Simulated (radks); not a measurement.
Excited configurations of the potassium ion K2+: one electron is placed in a higher orbital outside [Ne] 3s2 3p4. The ground configuration is [Ne] 3s2 3p5. All-electron calculation, Dirac Kohn-Sham, PBEsol, spin-unpolarised, spherical densities, point nucleus; open shells are shared between the two j in proportion to 2j + 1. Program: a radial shooting solver on a logarithmic mesh with Libxc functionals. Excitation = E - E(ground); binding = E(ion) - E, where the ion is the core of charge +3; n* = 3/sqrt(2 binding) in atomic units, and the quantum defect is n - n*. Eigenvalue and <r> are those of j = l + 1/2.

| outer orbital | excitation (eV) | binding (eV) | n* | quantum defect | eigenvalue (eV) | <r> (bohr) |
|---|---|---|---|---|---|---|
| 4s | 27.210 | 19.616 | 2.498 | 1.502 | -16.537 | 3.203 |
| 4p | 31.051 | 15.776 | 2.786 | 1.214 | -13.154 | 3.684 |
| 5f | 41.632 | 5.194 | 4.856 | 0.144 | -4.296 | 9.930 |
| 6s | 40.605 | 6.221 | 4.437 | 1.563 | -5.380 | 10.06 |
| 6p | 41.319 | 5.507 | 4.715 | 1.285 | -4.741 | 11.09 |
| 7p | 43.022 | 3.804 | 5.673 | 1.327 | -3.304 | 16.22 |

The Delta-SCF ionisation energy is 46.826 eV (NIST Atomic Spectra Database: 45.803 eV, semi-empirical). Self-interaction in the functional shifts the binding energies and quantum defects, so they are the method's values and not measured ones. Spin polarisation and multiplet splitting are left out, so open shells lie too high by an amount that depends on their filling.

Beside tabulated values, note that spin-unpolarised runs miss the spin-polarisation part of the exchange energy of open shells.
